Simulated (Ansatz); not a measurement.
Reaction (formal hydrolysis of the Al–N bond): `C[N](C)[Al]([OH])[OH]` + H₂O → `[OH][Al]([OH])[OH]` + dimethylamine

Isolated molecules relaxed with PBE0-D4/def2-TZVP in Ansatz; ΔE leaves out vibrations. CCSD(T)/CBS adds triple-zeta CCSD(T) − MP2 to the extrapolated MP2 energy (def2 sets, frozen cores). This one scheme is used for every species. Functionals use def2-TZVPP. One conformer a species, not always the lowest.

`C[N](C)[Al]([OH])[OH]`:

Cartesian coordinates in Å:
```
C 1.491 0.713 0.032
N 0.260 0.003 0.261
C 0.219 -0.631 1.558
Al -1.072 -0.102 -0.893
O -1.063 0.634 -2.419
O -2.429 -0.999 -0.424
H 1.499 1.181 -0.956
H 1.648 1.509 0.775
H 2.364 0.045 0.086
H -0.725 -1.160 1.699
H 1.035 -1.359 1.678
H 0.318 0.104 2.370
H -0.355 1.163 -2.776
H -3.190 -1.100 -0.992
```

H₂O:

Cartesian coordinates in Å:
```
O 0.071 0.308 -0.228
H 0.028 -0.615 -0.489
H -0.099 0.307 0.717
```

`[OH][Al]([OH])[OH]`:

```xyz
7

O     0.589    0.820    1.354
Al    0.000    0.000    0.000
O    -0.884    0.833   -1.173
O     0.295   -1.653   -0.180
H     0.443    1.755    1.491
H    -1.234    0.404   -1.952
H     0.790   -2.159    0.462
```

`CNC`:

Cartesian coordinates in Å:
```
C 0.685 0.652 -0.753
N 0.549 -0.367 0.262
C -0.792 -0.451 0.794
H 1.697 0.637 -1.162
H 0.525 1.637 -0.304
H -0.029 0.551 -1.589
H 0.825 -1.265 -0.113
H -1.031 0.475 1.326
H -0.858 -1.270 1.513
H -1.571 -0.600 0.026
```

CCSD(T)/CBS gives -51.3 kJ/mol.

Another level gave -55.5 kJ/mol. Which?
A. revPBE/def2-TZVPP
B. PBE-D4/def2-TZVPP
C. r2SCAN-D4/def2-TZVPP
D. BLYP/def2-TZVPP

C. r2SCAN-D4 -55.5, PBE-D4 -50.1, revPBE -59.6, BLYP -63.9 kJ/mol.

Largest T1 diagnostic among the species: 0.012.

The D4 term adds +9.2 kJ/mol with B3LYP and +5.4 kJ/mol with PBE0; it sums over pairs of atoms, weighted by their polarisabilities, and B3LYP, whose exchange is more repulsive, gets the larger term. In def2-TZVPP, CCSD(T) changes the Hartree–Fock value by +17.1 kJ/mol (the triples alone add +2.7 kJ/mol) and MP2 by +17.7 kJ/mol. Leaving LDA and LC-ωPBE aside and taking each functional with its dispersion term where it has one, the values, not all of them listed here, spread over 10.7 kJ/mol, from B2PLYP to revPBE-D4. LDA lies +7.9 kJ/mol from PBE without D4.

B3LYP here is the variant with VWN-RPA as its local correlation; programs differ in this.
